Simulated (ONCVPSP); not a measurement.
## nickel, ONCV: configuration errors across variants

nickel (Ni), optimised norm-conserving Vanderbilt (ONCV), made with ONCVPSP 4.0.1 (Wu-Cohen, scalar-relativistic). Core [Ne], reference 3s2 3p6 3d8 (charge +2). Waves: 3s: rc 0.80 bohr, ncon 4, nbas 9, qcut 7.2 1/bohr, 2 projectors, debl 0.5 Ha; 3p: rc 0.70 bohr, ncon 3, nbas 6, qcut 12.3 1/bohr, 2 projectors, debl 3.1 Ha; 3d: rc 1.35 bohr, ncon 5, nbas 9, qcut 11.1 1/bohr, 1 projector. Local part: polynomial inside 0.45 bohr (lpopt 4, dvloc0 6 Ha). Core correction: Teter function, fcfact 5.75, rcfact 1.25.

In the s channel the program set the typed energies aside and used -4.796, 0.250 Ha. In the p channel the program set the typed energies aside and used -3.344, 0.250 Ha.

All-electron excitation energies from the reference (eV): (1) 3s2 3p6 3d8 4s2 -26.607; (2) 3s2 3p6 3d8 4s1 -17.250; (3) 3s2 3p6 3d7 37.475; (4) 3s2 3p6 3d9 4s1 -28.215.

Errors AE − PS in meV (a dash: test not solved or not reliable):

```tsv
change	(1)	(2)	(3)	(4)	bound ghosts	GHOST(+) flags above zero
base	+8.2	+3.5	+9.3	-6.6	none	s
s: qcut 4.3	+7.9	+3.3	+9.3	-6.6	none	s
s: qcut 5	+7.9	+3.3	+9.3	-6.6	none	s
s: qcut 5.9	+7.9	+3.4	+9.3	-6.6	none	s
s: qcut 6.8	+8.1	+3.4	+9.3	-6.6	none	s
s: qcut 7.3	+8.2	+3.5	+9.3	-6.6	none	s
s: qcut 9.1	+8.7	+3.6	+9.3	-6.5	none	s
s: qcut 9.9	+8.8	+3.7	+9.3	-6.6	none	s
s: qcut 10.7	+8.9	+3.8	+9.3	-6.6	none	s
```

(1) Give the same row for: s: qcut 8.2.

Answers

(1) +8.5, +3.6, +9.3, -6.5; bound ghosts: none; GHOST(+) flags above zero: s.
